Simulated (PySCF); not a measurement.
Molecule: SMILES C(F)[C@H](F)C(F)(F)F, C3H3F5.

Geometry (Å), atoms numbered from 1 in this order:
```xyz
11

F    -2.3625   -0.4676   -0.1366
C    -1.2538    0.3132    0.0036
C    -0.0278   -0.5663    0.2543
F     0.1149   -0.8282    1.5888
C     1.2530    0.1342   -0.2242
F     1.1982    0.3541   -1.5458
F     1.4245    1.3227    0.3593
F     2.3422   -0.5926    0.0088
H    -1.1406    0.8816   -0.9250
H    -1.4203    0.9820    0.8541
H    -0.1224   -1.5304   -0.2632
```

Frames of a GFN2-xTB Langevin trajectory at 200 K; GIAO PBE0/pcSseg-1 shieldings in PySCF 2.14, gas phase, non-relativistic; equivalent atoms averaged within each frame.

Scale: $^{19}$F (σ = 170.95 ppm) against CFCl3; $^{13}$C (σ = 186.93 ppm) and $^{1}$H (σ = 31.72 ppm) vs TMS (reference shieldings calculated alike). The references are static minima.

Q: How do the shifts (ppm) fluctuate along the trajectory?

A: 
| time (fs) | F6/F7/F8 | F4 | F1 | C5 | C3 | C2 | H11 | H9 | H10 |
| --- | --- | --- | --- | --- | --- | --- | --- | --- | --- |
| 250 | -92.5 | -206.5 | -242.4 | 130.1 | 107.2 | 83.0 | 6.49 | 4.87 | 4.39 |
| 425 | -98.9 | -225.1 | -237.4 | 129.4 | 103.8 | 90.8 | 6.27 | 5.38 | 6.14 |
| 625 | -82.8 | -227.6 | -241.4 | 135.4 | 95.9 | 90.7 | 5.94 | 5.01 | 5.30 |
| 800 | -91.7 | -230.4 | -259.2 | 132.5 | 95.4 | 87.6 | 5.19 | 4.60 | 5.51 |
| 1000 | -92.0 | -226.2 | -250.3 | 130.9 | 96.7 | 90.4 | 5.30 | 6.19 | 5.23 |
| mean of frames | -91.6 | -223.2 | -246.1 | 131.7 | 99.8 | 88.5 | 5.84 | 5.21 | 5.32 |
| standard deviation | 5.8 | 9.5 | 8.7 | 2.4 | 5.4 | 3.3 | 0.57 | 0.62 | 0.63 |

5 frames give an uncertainty of the mean of about the standard deviation over 2.2 at best, since frames this close in time may not be independent; classical motion lacks zero-point vibration, and the reference would need the same averaging.
